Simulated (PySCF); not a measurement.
SbMe2(SMe), C₃H₉SSb.
Bonds: Sb1–C2, Sb1–C6, Sb1–S10, S10–C11. Hydrogens: H3, H4, H5 on C2; H7, H8, H9 on C6; H12, H13, H14 on C11.

Computed by this run: PBE0-D3(BJ)/def2-SVP geometry optimisation, gas phase, def2 core potentials past Kr in PySCF; density fitting, grid level 1; the optimiser is geomeTRIC in internal coordinates, started from a GFN2-xTB structure with every atom displaced at random (about 0.03 Å).

Step 0: E = -20617.9236 eV
```
atom  x, y, z in Å  |  force x, y, z in eV/Å
Sb1     0.4214    0.4124    0.7992   -0.982   1.309  -0.235
C2      2.1142    0.4239   -0.4750    0.416   2.470  -1.048
H3      2.7333   -0.3638   -0.1712    1.307  -1.598   0.547
H4      2.7479    1.3941   -0.4075   -1.151  -1.324  -0.082
H5      1.8199    0.2386   -1.5257    0.035   0.192   0.226
C6     -0.5946    2.0253   -0.4544    2.395  -0.972   0.422
H7     -1.5559    2.2135   -0.0881   -1.982   0.194   0.596
H8     -0.5861    1.6668   -1.4842   -0.104  -0.046  -0.209
H9      0.0031    2.9346   -0.3472    0.184   0.181  -0.101
S10    -0.6965   -1.3651   -0.3936   -0.103  -0.274  -0.297
C11    -1.4816   -2.2814    0.9757   -0.009   0.482  -0.204
H12    -0.6754   -2.6008    1.6678   -0.670  -0.259  -0.078
H13    -2.0306   -3.1020    0.4771    0.350  -0.094   0.375
H14    -2.2386   -1.6399    1.4704    0.316  -0.261   0.089
```

Step 1: E = -20618.2395 eV
```
atom  x, y, z in Å  |  force x, y, z in eV/Å
Sb1     0.3789    0.4929    0.7593    0.295  -0.289   0.107
C2      2.1536    0.4499   -0.5095    0.019  -0.252   0.084
H3      2.8179   -0.3648   -0.1808   -0.091   0.020  -0.021
H4      2.7106    1.3918   -0.4413   -0.028   0.180   0.075
H5      1.8738    0.2766   -1.5577   -0.078  -0.011  -0.008
C6     -0.5673    2.0103   -0.4236    0.085   0.108   0.046
H7     -1.5874    2.1854   -0.0556   -0.010   0.012  -0.136
H8     -0.5645    1.6451   -1.4577   -0.159   0.160  -0.094
H9      0.0297    2.9306   -0.3329   -0.087   0.040  -0.093
S10    -0.7035   -1.3731   -0.4094   -0.063  -0.114   0.216
C11    -1.5050   -2.2753    0.9713   -0.018   0.336  -0.319
H12    -0.7714   -2.6162    1.7090    0.039  -0.107   0.075
H13    -2.0101   -3.1357    0.5137    0.070  -0.112   0.010
H14    -2.2748   -1.6614    1.4584    0.027   0.029   0.058
```

Step 2: E = -20618.2602 eV
```
atom  x, y, z in Å  |  force x, y, z in eV/Å
Sb1     0.3863    0.4810    0.7611   -0.121   0.140  -0.126
C2      2.1501    0.4199   -0.4973    0.076  -0.189   0.011
H3      2.8070   -0.4045   -0.1730   -0.101   0.093  -0.041
H4      2.6986    1.3670   -0.4164    0.025   0.096   0.027
H5      1.8580    0.2572   -1.5442   -0.018  -0.002   0.000
C6     -0.5706    2.0443   -0.4353    0.118  -0.158   0.178
H7     -1.5945    2.2231   -0.0730    0.072  -0.034  -0.043
H8     -0.5934    1.7129   -1.4817   -0.048   0.025  -0.031
H9      0.0175    2.9705   -0.3491   -0.022   0.006  -0.008
S10    -0.6949   -1.3828   -0.4066   -0.016  -0.037   0.103
C11    -1.4886   -2.2803    0.9691    0.001   0.129  -0.138
H12    -0.7564   -2.6315    1.7067    0.031  -0.034   0.038
H13    -1.9835   -3.1504    0.5165    0.008  -0.041   0.004
H14    -2.2549   -1.6701    1.4664   -0.006   0.006   0.026
```

**Question.** Estimate the geometry and energy of step 3. (The exact step hangs on the optimiser's Hessian estimate; all steps are aligned on step 2, rigid shifts and turns removed.)

**Answer.** E = -20618.2644 eV, largest force 0.078 eV/Å
```
atom  x, y, z in Å  |  force x, y, z in eV/Å
Sb1     0.3852    0.4816    0.7572   -0.046   0.029   0.014
C2      2.1459    0.4197   -0.4985    0.076  -0.007  -0.016
H3      2.7984   -0.4050   -0.1771   -0.017   0.029  -0.017
H4      2.6909    1.3726   -0.4106   -0.013  -0.036  -0.004
H5      1.8495    0.2611   -1.5450    0.003   0.008   0.004
C6     -0.5612    2.0329   -0.4314    0.019  -0.030   0.011
H7     -1.5849    2.2064   -0.0715    0.008  -0.001  -0.006
H8     -0.5928    1.7129   -1.4820   -0.011   0.008  -0.008
H9      0.0192    2.9636   -0.3451   -0.010   0.011   0.004
S10    -0.6899   -1.3841   -0.4057   -0.001  -0.009   0.012
C11    -1.4882   -2.2719    0.9660    0.009   0.007  -0.018
H12    -0.7585   -2.6232    1.7093   -0.008   0.002   0.003
H13    -1.9765   -3.1488    0.5168   -0.005   0.000   0.014
H14    -2.2567   -1.6616    1.4609   -0.004  -0.011   0.007
```

The energy changes by -0.0041 eV. The first-order estimate −F·Δx gives -0.0080 eV and the mean of the old and new forces, exact on a quadratic surface, -0.0042 eV. The step makes an angle of 65° with the force vector and moves no atom by more than 0.019 Å.

The cost below is that of the whole optimisation. Time: 77 s wall; peak memory 0.48 GiB. Hardware: one thread of an Arm Neoverse V2, no GPU, shared host with 192 logical CPUs at a one-minute load of 63.
